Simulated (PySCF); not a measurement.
Compound: C₆H₁₂N₂OSi.
Numbering: `[CH3:1][c:2]1[n:3][n:4][c:5]([Si:6]([CH3:7])([CH3:8])[CH3:9])[o:10]1`

Definitions: NICS(0) = −σiso at the ring centroid; NICS(1) = −σiso and NICS(1)zz = −σzz at ±1 Å along the ring normal z. Level: GIAO PBE0/pcSseg-1 (PySCF, non-relativistic, gas phase) on the GFN2-xTB geometry, one conformer.

Ring bond lengths (Å), with Mayer bond orders in brackets: C2–N3 1.292 (1.69), N3–N4 1.349 (1.17), N4–C5 1.294 (1.67), C5–O10 1.357 (1.02), O10–C2 1.352 (1.07).

Question: Give the NICS values of each ring in ppm.

Answer: 
| ring | type | NICS(0) | NICS(1), two faces | NICS(1)zz, two faces | rms pucker (Å) | centre to ring atoms, mean (Å) |
| --- | --- | --- | --- | --- | --- | --- |
| C2–N3–N4–C5–O10 | 5-membered ring with 2 N and O; formal bonds all aromatic | -10.2 | -10.9 / -11.0 | -27.4 / -27.5 | 0.00 | 1.13 |

Question: What can be read from them?

Answer: 
- C2–N3–N4–C5–O10: mean NICS(1)zz -27.5 ppm, shielded, aromatic by this magnetic criterion (flat ring, no four-coordinate atom).

Question: How equal are the bonds by HOMA? HOMA = 1 − mean of α(R − Ropt)² over the ring bonds, with Krygowski's 1993 parameters (CN: Ropt 1.334 Å, α 93.52 Å⁻²; CO: Ropt 1.265 Å, α 157.38 Å⁻²; NN: Ropt 1.309 Å, α 130.33 Å⁻²).

Answer: 
- C2–N3–N4–C5–O10: HOMA 0.39; the largest term is that of C5–O10, α(R − Ropt)² = 1.34.

Question: What are the shieldings of the ring atoms and their hydrogens in the same run (means over atoms taken as equivalent)?

Answer: 
```tsv
atoms	environment	σ isotropic (ppm)	principal values of the symmetric part, first atom (ppm)
C2	substituted aromatic carbon	16.1	-70.9, 35.7, 83.5
N3	pyridine-type nitrogen	-78.7	-296.7, -100.6, 161.1
N4	pyridine-type nitrogen	-104.0	-352.6, -122.9, 163.5
C5	substituted aromatic carbon	10.9	-82.3, 26.8, 88.3
O10	furan-type oxygen	-12.6	-130.5, -83.1, 175.7
```

The values belong to the conformer `[CH3:1][c:2]1[n:3][n:4][c:5]([Si:6]([CH3:7])([CH3:8])[CH3:9])[o:10]1`: N4–C5–Si6–C7 163°.
